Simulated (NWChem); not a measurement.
System: SiF2, singlet; SMILES F[Si]F

All runs: NWChem. Pople sets run with spherical d functions. Low-valent species are run as closed-shell singlets; no triplet was tried in these runs. The geometry was optimised at PBE-D3(BJ)/def2-SVP.

Q: What does the run give for B3LYP/6-311++G**? Quantities: highest occupied level (eV); orbital gap (eV); dipole (D).

A: 
```
Quantity                     Result
---------------------------  ------
highest occupied level (eV)   -8.53
orbital gap (eV)               5.73
dipole (D)                     1.79
```
